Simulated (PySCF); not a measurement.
# Gas-phase XPS of `CS[SiH2]N`, computed

Compound: CH₇NSSi.
Cartesian coordinates in Å at the PBE0-D3(BJ)/def2-SVP level; atoms count from 1:
```xyz
11
CH7NSSi angstrom
C     -2.1575    0.0239   -0.0916
S     -0.7660    0.9127    0.6774
Si     0.8779   -0.0615   -0.3146
N      2.3495    0.8157   -0.1485
H     -2.0963    0.0576   -1.1895
H     -2.2042   -1.0226    0.2424
H     -3.0777    0.5329    0.2247
H      1.1263   -1.4234    0.2479
H      0.4852   -0.1856   -1.7532
H      2.9220    0.6659    0.6746
H      2.4054    1.7796   -0.4589
```

Theory: PySCF, delta-SCF UKS SCAN, pcX-2 on the ionised atom, pcseg-1 elsewhere, spin-free X2C. Binding energies are ΔSCF values: E(core-ionised, relaxed orbitals) − E(ground state) at a fixed geometry, referred to the vacuum level.

**Question.** What binding energy does each computed site have?

**Answer.** 
| atom(s) | environment | level | binding energy (eV) | 2p1/2 (eV) | count |
| --- | --- | --- | --- | --- | --- |
| C1 | S-methyl carbon | C 1s | 291.29 | – | 1 |
| S2 | sulfur bonded to C and Si | S 1s | 2476.36 | – | 1 |
| Si3 | SiH2 silicon | Si 2p3/2 | 107.14 | 107.77 | 1 |
| Si3 | SiH2 silicon | Si 1s | 1847.06 | – | 1 |
| N4 | silicon-bound nitrogen | N 1s | 404.86 | – | 1 |

**Question.** Which photon energy gives electrons from S 1s of S2 a kinetic energy of 100 eV, and what is their de Broglie wavelength?

**Answer.** hν = 2476.36 + 100 = 2576.36 eV, recoil neglected; λ = 12.264 Å/√(E/eV) = 1.23 Å.

**Question.** Express the binding energy of S 1s of S2 in atomic units and per mole.

**Answer.** 2476.36 eV = 91.0046 Eh = 238932 kJ/mol.

Not every level is listed. The 2p values add to the ΔSCF energy of one spin-free hole a correction within the shell (spin–orbit coupling, ligand field). 2p1/2 minus 2p3/2 (ligand field included): Si 0.62 eV. Geometry: PBE0-D3(BJ)/def2-SVP, one conformer, isolated molecule.
